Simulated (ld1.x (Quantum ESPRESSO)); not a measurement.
# Fe: one change to a TM semilocal potential, before and after

* Element: Fe (Z = 26)
* Generator: ld1.x (Quantum ESPRESSO) 7.5
* Type: norm-conserving Troullier–Martins (semilocal form)
* Functional: PBE
* Relativity: non-relativistic
* Frozen core: [Ne]
* Valence charge: 16
* Reference configuration: 3s2 3p6 3d6 4s2 4p0
* Partial waves: 3s (bound): rc 0.75 bohr; 3d (bound): rc 0.80 bohr; 3p (bound): rc 0.75 bohr
* Local potential: the p channel
* Core correction: none

Occupied shells without a wave of their own: 4s. They enter only through the test configuration that unscreens the potential.

Change: all radii scaled by about 0.86 (s 0.64, p 0.64, d 0.70 bohr).

Cutoffs: the cutoffs (Ry, on a coarse ladder) from which the occupation-weighted sum of valence levels, in a spherical-Bessel basis at the reference potential, stays within 10 and 1 mRy of its value at 400 Ry; they do not see the model core or the augmentation charge, which bear on the density cutoff. Errors are all-electron minus pseudo energies relative to the spin-unpolarised reference configuration.

Task: What does the change do?

Result: Of the 7 tests that both files solve, the error grows in 6 and shrinks in 0 by more than 15 % and 0.3 meV (median size 81.7 → 109.9 meV); neither file shows a bound ghost. That the errors move this way runs against the usual rule that smaller radii transfer better. A semilocal file is local in each channel, so a ghost entry of none says nothing of the separable form that plane-wave codes build from it.

```tsv
quantity	base	changed
cutoff, loose	300 Ry	over 300 Ry
cutoff, tight	over 300 Ry	over 300 Ry
loose cutoff by channel (10 mRy a level)	s 180 Ry, d 230 Ry, p 100 Ry	s 230 Ry, d 300 Ry, p 230 Ry
bound ghosts	none	none
largest miss of a reference level, eV	0.04	0.06
error for 3s2 3p6 3d6 4s1 4p0, meV [ΔE 8.60 eV]	-56	-76
error for 3s2 3p6 3d6 4s0 4p0, meV [ΔE 24.59 eV]	-143	-195
error for 3s2 3p6 3d5 4s0 4p0, meV [ΔE 59.03 eV]	-220	-300
error for 3s2 3p6 3d6 4s0 4p1, meV [ΔE 13.49 eV]	-105	-142
error for 3s2 3p6 3d6 4s0 4p2, meV [ΔE 8.19 eV]	-82	-110
error for 3s2 3p5 3d6 4s2 4p0, meV [ΔE 67.31 eV]	+27	+30
error for 3s2 3p6 3d6.5 4s1.5 4p0, meV [ΔE -0.89 eV]	-17	-23
```

Base: The 4s level has no wave, so the channel is fitted at the deeper level alone: the likely source of the large errors. Changed file: The 4s level has no wave, so the channel is fitted at the deeper level alone: the likely source of the large errors.
